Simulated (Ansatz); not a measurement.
```yaml
crystal:
  periodic: [false, false, false]
  atoms:
    - {symbol: P, position_ang: [-0.766717, 0.261888, -0.955309]}
    - {symbol: P, position_ang: [0.536179, 1.301688, 0.672860]}
    - {symbol: Ga, position_ang: [0.956043, -1.013502, 0.528401]}
    - {symbol: H, position_ang: [-2.029983, 0.717342, -0.680899]}
    - {symbol: H, position_ang: [-0.437436, 1.061388, -2.060312]}
    - {symbol: H, position_ang: [2.054243, -1.293718, -0.466679]}
    - {symbol: H, position_ang: [2.054243, -1.343718, -0.516679]}
    - {symbol: H, position_ang: [0.188633, -1.963730, 1.470575]}
basis:
  gaussian: {orbitals: cc-pVTZ-DK, fitting: {mean_field: cc-pVTZ-jkfit}, final_grid: {core_spheres: 5, valence_spheres: 4, degree: 11}}
hamiltonian: {xc: {name: CAM-B3LYP}}
scf: {lower_state_search: light}
output: {forces: true}
```

```sh
$ ansatz run in.yaml --threads 2 --pin off --events-out ev --progress --plain --max-ram 4352MiB
```

Shortened log:

```
Functional definition: CAM-B3LYP
599 factors; integrals over basis functions are off by at most 7.2e-1 eV
599 factors; integrals over basis functions are off by at most 1.8e-6 eV
mean field evaluation 1: about -71438.6068 eV, gradient 3.3e1 eV
mean field evaluation 2: about -71438.4722 eV, gradient 3.3e1 eV
mean field evaluation 4: about -71440.9747 eV, gradient 1.6e0 eV
mean field evaluation 8: about -71441.1265 eV, gradient 9.6e-2 eV
mean field evaluation 16: about -71441.1266 eV, gradient 1.7e-4 eV
mean field -71441.12658194 eV, -2625.4129773514 hartree, gradient 1.7e-5 eV, S^2 0.000000; 0 other end points of the search recorded, 0 dependent functions left out
reference -71441.12671335 eV, -2625.4129821806 hartree; 33, 33 occupied and 148, 148 virtual orbitals, 599 factors
Total energy: -71441.12671335 eV, -2625.4129821806 hartree
Relativity: scalar
Atom 0 at    -0.766717     0.261888    -0.955309 Å, force     2.175560     0.141964     0.588004 eV/Å
Atom 1 at     0.536179     1.301688     0.672860 Å, force    -0.437456    -2.107282    -0.743704 eV/Å
Atom 2 at     0.956043    -1.013502     0.528401 Å, force    -4.599282     4.592803     4.357478 eV/Å
Atom 3 at    -2.029983     0.717342    -0.680899 Å, force    -0.933365     0.113812     0.024406 eV/Å
Atom 4 at    -0.437436     1.061388    -2.060312 Å, force    -0.140780    -0.177700    -0.259519 eV/Å
Atom 5 at     2.054243    -1.293718    -0.466679 Å, force    26.454497  2009.728092  2015.730889 eV/Å
Atom 6 at     2.054243    -1.343718    -0.516679 Å, force   -23.056460 -2011.320564 -2019.028629 eV/Å
Atom 7 at     0.188633    -1.963730     1.470575 Å, force     0.537286    -0.971125    -0.668925 eV/Å
Dipole moment:     0.372066    -0.847625    -0.365261 e Å
```

Q: What is wrong with this run?

A: One atom was put on top of another. The calculation finished and met its thresholds. The result belongs to that input, not to the molecule as meant.
